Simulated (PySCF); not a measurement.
**Ionisation energy of Sn by level of theory**

Sn [Kr] 4d10 5s2 5p2 (3P) → Sn⁺ [Kr] 4d10 5s2 5p1 (2P), as a difference of total energies. Calculation: PySCF 2.14, in aug-cc-pVQZ-PP with ECP28MDF; scalar relativity through the core potential. Correlated levels: valence: 4s2 4p6 4d10 frozen. The calculations carry no spin-orbit coupling.

| method | ionisation energy (eV) |
| --- | --- |
| UHF | 6.849 |
| MP2 (valence) | 7.183 |
| SCS-MP2 (valence) | 7.117 |
| CCSD (valence) | 7.203 |
| CCSD(T) (valence) | 7.234 |

Errors of the correlated levels include the incompleteness of this basis and the frozen core.

Task: Which method comes closest to the reference value, and which is furthest?

Result: The reference is 7.389 eV (measured; NIST levels, between the centres of gravity of the two terms). Closest: CCSD(T) (valence) (error -0.155 eV); furthest: UHF (error -0.540 eV).
